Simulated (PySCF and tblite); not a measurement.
Results of a calculation; reference values are marked as such.
Stationary points of C₄H₅B₂FO at GFN2-xTB, in Å:

Structure A

```
 1 B     1.811    0.203   -0.834
 2 C     0.455   -0.273   -0.290
 3 C    -0.069   -1.595   -0.359
 4 C    -1.290   -1.566    0.242
 5 O    -1.574   -0.338    0.682
 6 C    -0.530    0.473    0.373
 7 B    -0.629    1.952    0.784
 8 F     0.350    2.789    0.511
 9 H     2.140    1.315   -0.721
10 H     2.509   -0.572   -1.363
11 H     0.410   -2.445   -0.801
12 H    -2.024   -2.331    0.412
13 H    -1.563    2.387    1.347
```

Structure B

```
 1 B     1.965    0.082   -0.427
 2 C     0.498   -0.302   -0.193
 3 C    -0.085   -1.586   -0.387
 4 C    -1.402   -1.473   -0.059
 5 O    -1.690   -0.228    0.323
 6 C    -0.555    0.510    0.252
 7 B    -0.591    1.999    0.638
 8 F    -1.733    2.526    1.037
 9 H     2.328    1.171   -0.224
10 H     2.711   -0.732   -0.810
11 H     0.418   -2.469   -0.725
12 H    -2.205   -2.186   -0.058
13 H     0.339    2.708    0.600
```

Structure C

```
 1 B     1.853    0.190   -0.604
 2 C     0.462   -0.312   -0.226
 3 C    -0.095   -1.625   -0.371
 4 C    -1.364   -1.567    0.096
 5 O    -1.655   -0.318    0.520
 6 C    -0.563    0.445    0.331
 7 B    -0.545    1.966    0.721
 8 F    -0.941    2.858   -0.153
 9 H     2.136    1.302   -0.369
10 H     2.620   -0.527   -1.116
11 H     0.408   -2.482   -0.771
12 H    -2.142   -2.300    0.183
13 H    -0.173    2.370    1.760
```

The path came from a restrained scan, a climbing-image band and a saddle search at GFN2-xTB; energies are PBE0/pcSseg-1 + D3(BJ)//GFN2-xTB, thermal terms GFN2-xTB.

Which structure is a saddle point, and along which motion?

C: one imaginary mode (127i cm⁻¹ at GFN2-xTB, mostly on F8, H13, B7), along the rotation about the B7–C6 bond (torsion F8–B7–C6–C2 from 0° to 180°, rising).

Give their symmetry and energies above the lowest.

A Cs, 0.7 kcal/mol; B Cs, 0.0 kcal/mol; C C1, 8.2 kcal/mol.
